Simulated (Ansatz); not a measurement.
C₃₁H₁₉F₃OSe₄⁺ (relaxed from a model of COc1ccc(-c2ccc(-c3ccc(-c4ccc(-c5ccc(-c6ccc(C(F)=C(F)F)cc6)[se]5)[se]4)[se]3)[se]2)cc1, whose bonding it doesn't keep). Charge 1, multiplicity 2. Geometry PBE-D4/def2-SVP, that of the neutral singlet; atoms count from 1.

```xyz
58

C    11.733    5.439    4.481
O    11.552    4.238    3.753
C    10.288    3.844    3.455
C    10.167    2.637    2.729
C     8.914    2.149    2.373
C     7.722    2.837    2.728
C     6.416    2.307    2.353
C     6.102    1.026    1.896
C     4.743    0.789    1.593
C     3.871    1.864    1.791
C     2.459    1.922    1.583
C     1.603    3.018    1.812
C     0.240    2.797    1.605
C    -0.165    1.514    1.153
C    -1.472    1.119    0.948
C    -0.912   -1.177   -0.980
C    -1.218   -2.322   -1.743
C    -2.285   -3.169   -1.655
C    -3.596   -3.423   -1.725
C    -4.368   -4.468   -1.118
C    -5.731   -4.480   -1.370
C    -6.226   -3.507   -2.280
C    -7.560   -3.467   -2.845
C    -8.568   -4.382   -2.431
C    -9.848   -4.347   -2.974
C   -10.199   -3.399   -3.969
C   -11.556   -3.422   -4.496
F   -12.384   -4.355   -3.971
C   -12.115   -2.634   -5.454
F   -13.368   -2.754   -5.852
F   -11.478   -1.665   -6.094
C    -9.201   -2.479   -4.390
C    -7.927   -2.514   -3.835
Se   -4.879   -2.291   -2.760
Se   -2.163   -0.338    0.167
Se    1.483    0.427    0.972
Se    4.852    3.369    2.419
C     7.865    4.041    3.455
C     9.119    4.547    3.815
H    12.824    5.562    4.615
H    11.334    6.321    3.932
H    11.249    5.393    5.483
H    11.088    2.105    2.448
H     8.853    1.220    1.788
H     6.866    0.243    1.798
H     4.377   -0.184    1.232
H     1.994    3.982    2.172
H    -0.530    3.560    1.789
H     0.086   -0.722   -1.070
H    -0.391   -2.663   -2.400
H    -3.862   -5.218   -0.494
H    -6.385   -5.257   -0.951
H    -8.343   -5.136   -1.664
H   -10.605   -5.066   -2.631
H    -9.428   -1.727   -5.156
H    -7.178   -1.783   -4.180
H     6.966    4.596    3.767
H     9.174    5.485    4.384
```

Single mean-field runs in def2-SVP are fitted with def2-universal-jkfit.

(1) Estimate the Mulliken populations of the heavy atoms from the PBE0/def2-SVP orbitals of Ansatz.

(2) Where does the spin sit?

(3) And the Mayer bond orders between heavy atoms (over 0.3, the first 40 of 43)?

## Answers

(1) 
```
atom  charge (e)  spin (α − β)
  C1        0.08          0.00
  O2       -0.33          0.00
  C3        0.22          0.02
  C4       -0.03         -0.01
  C5       -0.02          0.01
  C6        0.05         -0.01
  C7       -0.12          0.05
  C8       -0.02         -0.02
  C9        0.00          0.05
 C10       -0.14         -0.02
 C11       -0.08          0.07
 C12       -0.04         -0.01
 C13        0.09          0.04
 C14       -0.19          0.02
 C15       -0.20         -0.03
 C16       -0.19          0.35
 C17       -0.07         -0.15
 C18        0.04          0.55
 C19       -0.21         -0.12
 C20        0.10          0.08
 C21       -0.02         -0.04
 C22       -0.12          0.04
 C23        0.05         -0.02
 C24        0.00          0.01
 C25       -0.01         -0.01
 C26       -0.02          0.01
 C27        0.18          0.00
 F28       -0.20          0.00
 C29        0.39          0.00
 F30       -0.12          0.00
 F31       -0.14          0.00
 C32       -0.01         -0.01
 C33       -0.03          0.01
Se34        0.33          0.10
Se35        0.28          0.08
Se36        0.19         -0.03
Se37        0.26         -0.01
 C38       -0.04          0.02
 C39       -0.10         -0.01
```
Mulliken values depend strongly on the basis.

(2) Summed by element: C 0.87, O 0.00, F 0.00, Se 0.14, H -0.01, of 1 unpaired in all. Largest on single atoms: C18 0.55, C16 0.35, C17 -0.15.

(3) C1–O2 0.93 (1.42 Å); O2–C3 1.15 (1.36 Å); C3–C4 1.32 (1.41 Å); C3–C39 1.29 (1.41 Å); C4–C5 1.46 (1.39 Å); C5–C6 1.30 (1.42 Å); C6–C7 1.12 (1.46 Å); C6–C38 1.33 (1.41 Å); C7–C8 1.45 (1.40 Å); C7–Se37 1.14 (1.89 Å); C8–C9 1.35 (1.41 Å); C9–C10 1.41 (1.40 Å); C10–C11 1.29 (1.43 Å); C10–Se37 1.06 (1.90 Å); C11–C12 1.31 (1.41 Å); C11–Se36 1.15 (1.89 Å); C12–C13 1.44 (1.40 Å); C13–C14 1.27 (1.42 Å); C14–C15 1.60 (1.38 Å); C14–Se36 0.91 (1.98 Å); C15–Se35 1.32 (1.79 Å); C16–C17 1.44 (1.41 Å); C16–Se35 1.10 (1.89 Å); C17–C18 1.51 (1.37 Å); C18–C19 1.76 (1.34 Å); C19–C20 1.16 (1.43 Å); C19–Se34 0.90 (2.00 Å); C20–C21 1.51 (1.39 Å); C21–C22 1.28 (1.42 Å); C22–C23 1.17 (1.45 Å); C22–Se34 1.22 (1.88 Å); C23–C24 1.29 (1.42 Å); C23–C33 1.27 (1.42 Å); C24–C25 1.45 (1.39 Å); C25–C26 1.31 (1.42 Å); C26–C27 1.07 (1.46 Å); C26–C32 1.29 (1.42 Å); C27–F28 1.06 (1.35 Å); C27–C29 1.57 (1.36 Å); C29–F30 1.17 (1.32 Å).
